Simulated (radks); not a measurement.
Results of a calculation; reference values are marked as such.
Q: The mean radii <r> (bohr) of the occupied orbitals of an atom or ion are listed with their occupations. Code: a radial shooting solver on a logarithmic mesh with Libxc functionals. Model: Dirac Kohn-Sham, BLYP, spin-unpolarised, spherical densities, finite nucleus; Fermi nuclear charge, rms radius of each element as measured or else 0.836 A^(1/3) + 0.57 fm.

orbital  occ.      <r>
1s1/2       2  0.04246
2s1/2       1   0.1737

Name the element and its charge. Open shells, if any, are shared by 2j + 1.

A: Z = 35, bromine, charge +32: Br32+ in [He] 2s1. The 1s radius gives Z: for a bare nucleus <r> = (2 gamma + 1)/(2Z) with gamma = sqrt(1 - (Z/c)^2), 0.04191 bohr for Z = 35, and screening makes it slightly larger (0.04246 here). The occupations add up to 3, and the charge is Z minus that.
